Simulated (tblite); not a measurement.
C4H8N2Si2.
Geometry (GFN2-xTB, Å), atoms numbered from 1 in this order:
```xyz
16
C4H8N2Si2 angstrom
C      2.7370    0.5455    0.1263
C      1.6086    0.0525   -0.3593
C      0.3343   -0.0290    0.3787
Si    -0.5651   -1.7395    0.3636
N     -1.8780   -0.8613   -0.3873
Si    -1.1999    0.7338   -0.5010
C     -2.1146    1.9680    0.5625
N     -2.6687    2.7237    1.2215
H      2.7954    0.9380    1.1288
H      3.6443    0.5813   -0.4524
H      1.5865   -0.3326   -1.3718
H      0.4810    0.3640    1.3864
H      0.0111   -2.7411   -0.5311
H     -0.9070   -2.2935    1.6708
H     -2.7791   -1.1963   -0.6838
H     -1.0933    1.2955   -1.8453
```

All values are computed: GFN2-xTB (tblite) harmonic vibrations without scaling, gas phase. The method is semi-empirical: single wavenumbers can be off by several per cent or more. Modes of hydrogen on silicon can be 10 to 20 % off. One conformer, not necessarily the lowest.

Harmonic wavenumbers (cm⁻¹): 49.2, 63.5, 84.9, 127.0, 223.4, 235.2, 302.8, 312.5, 350.1, 406.9, 440.4, 485.2, 519.5, 522.7, 568.4, 606.4, 626.8, 681.6, 732.9, 750.2, 781.2, 806.5, 869.0, 872.2, 972.6, 1011.7, 1064.4, 1114.1, 1139.4, 1229.5, 1312.5, 1419.6, 1693.0, 2258.3, 2272.8, 2283.5, 2353.9, 2958.3, 3036.3, 3093.7, 3119.9, 3477.8.

A = 1857, B = 1083, C = 781.5 MHz; mass 140.023 u (most abundant isotopes); point group C1, symmetry number 1.

**Question.** Zero-point energy?

**Answer.** Half the sum of the wavenumbers: 23615 cm⁻¹ = 67.52 kcal/mol.

**Question.** Give the ideal-gas entropy at 350 K and 1 bar in the rigid-rotor, harmonic-oscillator model (classical rotation).

**Answer.** Translation 41.54, rotation 30.18, vibration 36.35: S = 108.1 cal/(mol K).

**Question.** And Cp and H(350 K) − H(0)?

**Answer.** Cp = 45.34 cal/(mol K), of which vibrations give 37.39 (their classical limit is 42 R = 83.5); H(350 K) − H(0) = 9.50 kcal/mol without the zero-point energy, 6.71 from vibrations.

**Question.** How do the functions run with temperature in this model?

**Answer.** 
| T (K) | S (cal/(mol K)) | Cp (cal/(mol K)) | H − H(0) (kcal/mol) | G − H(0) (kcal/mol) | ln q(vib) |
| --- | --- | --- | --- | --- | --- |
| 100 | 70.6 | 18.7 | 1.31 | -5.75 | 1.83 |
| 200 | 87.1 | 30.3 | 3.76 | -13.65 | 4.50 |
| 300 | 101.4 | 40.9 | 7.34 | -23.09 | 7.26 |
| 500 | 126.1 | 55.5 | 17.11 | -45.93 | 12.70 |
| 800 | 155.1 | 67.7 | 35.77 | -88.30 | 20.14 |
| 1000 | 170.8 | 73.0 | 49.87 | -120.92 | 24.56 |

q(vib) and H(0) count from the zero-point level.

**Question.** Blend soft modes into free rotors: weight 1/[1 + (100 cm⁻¹/ν̃)⁴] for the oscillator and the rest for a rotor with moment μB/(μ + B), μ = h/(8π²ν), B = 10⁻⁴⁴ kg m². What vibrational entropy results?

**Answer.** 33.22 cal/(mol K) in place of 36.35, which changes −T·S at 350 K by +1.09 kcal/mol.

**Question.** Which modes carry the vibrational entropy at 350 K?

**Answer.** 49.2 cm⁻¹: 5.17; 63.5 cm⁻¹: 4.66; 84.9 cm⁻¹: 4.09; 127.0 cm⁻¹: 3.30; 223.4 cm⁻¹: 2.22; 235.2 cm⁻¹: 2.13 cal/(mol K); the other 36 give 14.78 together.

**Question.** What must be added to the electronic energy to get the Gibbs energy at 350 K and 1 bar?

**Answer.** ZPE + [H(350 K) − H(0)] − T·S = 67.52 + 9.50 − 37.83 = 39.19 kcal/mol.

Hindered rotation and anharmonicity are outside this model. Other conformers, if any are populated, would add a mixing term that is left out. The structure is chiral; the term R ln 2 for an equal mix with its mirror image is left out.

The run took 1.2 s of wall time on one thread, Arm Neoverse N1 (aarch64), on a shared host. This covers the Hessian and the dipole derivatives.
